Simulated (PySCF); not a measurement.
C2H5Se, SMILES C([Se])C, multiplicity 2. The structure is a stationary point at B3LYP-D3(BJ)/def2-SVP. The isomer is the one that the SMILES or the coordinates give; other isomers of the formula were not compared.

Task: Give the equilibrium geometry at B3LYP-D3(BJ)/def2-SVP (PySCF confirms it by a frequency run) as a Z-matrix, and its point group. (An estimate is asked for; the answer gives what the named calculation found.)

Result: point group Cs.
```
C
H 1 1.1033
H 1 1.1033 2 105.81
C 1 1.5221 2 112.05 3 -122.38
H 4 1.1007 1 111.22 2 179.40
H 4 1.1007 5 107.64 1 -122.06
H 4 1.1038 5 108.07 6 -116.50
Se 1 1.9625 2 105.48 3 111.49
```
Charge 0, spin multiplicity 2.
